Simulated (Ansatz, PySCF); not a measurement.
Gas-phase reaction (SMILES): N[Si](Br)(Br)Br + Cl (HCl) → Cl[Si](Br)(Br)Br + N (NH3); hydrogen chloride cleaves one Si-N bond, a model of a ligand-exchange step.

Structures are relaxed separately at B3LYP-D3(BJ)/def2-TZVP in Ansatz (an electronic-structure program), one conformer each, not searched for the lowest. Valence correlation only, unless marked. No spin-orbit coupling. Frozen are the shells of the preceding noble gas and the d and f shells that filled before the atom's block. Non-relativistic. CBS(X,Y): correlation extrapolated as X^-3; Hartree-Fock from the larger set. Thermal terms are rigid-rotor harmonic-oscillator values from B3LYP-D3(BJ) frequencies (Ansatz or PySCF) at 298.15 K and 1 atm. 1 Eh = 627.5095 kcal/mol.

| species | E, CCSD(T)/CBS(def2-TZVPPD,def2-QZVPPD) (Ansatz) (Eh) | E, wB97M-V/def2-TZVPD (Ansatz) (Eh) | H - E (Eh) |
|---|---|---|---|
| N[Si](Br)(Br)Br | -8063.21282 | -8067.67704 | 0.03882 |
| Cl (HCl) | -460.37886 | -460.79070 | 0.01000 |
| Cl[Si](Br)(Br)Br | -8467.09603 | -8471.92595 | 0.01391 |
| N (NH3) | -56.50452 | -56.55014 | 0.03799 |

**Question.** Work out ΔE and ΔH at 298.15 K at the first level, then ΔH at the second.

**Answer.** 
1. ΔE = [(-8467.09603) + (-56.50452)] - [(-8063.21282) + (-460.37886)] = -0.00887 Eh = -5.6 kcal/mol at CCSD(T)/CBS(def2-TZVPPD,def2-QZVPPD).
2. The terms H - E add up to 0.00308 Eh, so ΔH = (-0.00887 + (0.00308))×627.5095 = -3.6 kcal/mol.
3. At wB97M-V/def2-TZVPD the same steps give ΔE = -5.2 and ΔH = -3.3 kcal/mol, a shift of +0.3 from the first level.
4. These values are not checked against measurement here, since the tables used lack a sound gas-phase enthalpy of formation for at least one species.
